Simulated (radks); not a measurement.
Results of a calculation; reference values are marked as such.
Numerical settings for neutral iridium, [Xe] 4f14 5d7 6s2. Level of theory: Dirac Kohn-Sham, PBE, spin-unpolarised, spherical densities, finite nucleus; open shells are shared between the two j in proportion to 2j + 1; Fermi nuclear charge, rms radius 5.4032 fm (a radial shooting solver on a logarithmic mesh with Libxc functionals). The defaults (mesh step 0.008 in ln r, mesh end at 40 bohr or more with all orbitals vanishing there, Anderson mixing 0.5 over 9 steps, residual threshold near 1e-9 with the energy settled to 1e-9 hartree or 1e-11 of itself, here a cap of 62 iterations) give E = -17854.544 hartree and 6s1/2 at -6.336 eV in 15 iterations. Times are rough (one thread of a shared host). Changes against that run (0 stands for a change within the tolerance of the run):

setting,iterations,converged,E (mhartree),e(6s1/2) (meV),CPU (s)
mesh step in ln r 0.003,15,yes,0,0,0.46
mesh step in ln r 0.02,15,yes,0,0,0.08
mesh step in ln r 0.012,15,yes,0,0,0.13
mesh end (bohr) 8,15,yes,+2.07,+101,0.17
mesh end (bohr) 400,15,yes,0,0,0.18
residual threshold 0.001,10,yes,0,+0.259,0.14
residual threshold 1e-16,62,no,0,0,0.38
mixing 0.01,26,yes,0,0,0.29
"linear mixing, mixing 0.05",62,no,+0.38,-165,0.62
"linear mixing, mixing 0.5",30,yes,0,0,0.28
mixing history 2,24,yes,0,0,0.25
iteration cap 3,3,no,+33.8,-413,0.05

Settings that end as converged yet miss the energy by more than 1 mhartree: mesh end (bohr) 8 (+0.00207 hartree). A mesh that ends early acts as a hard wall.
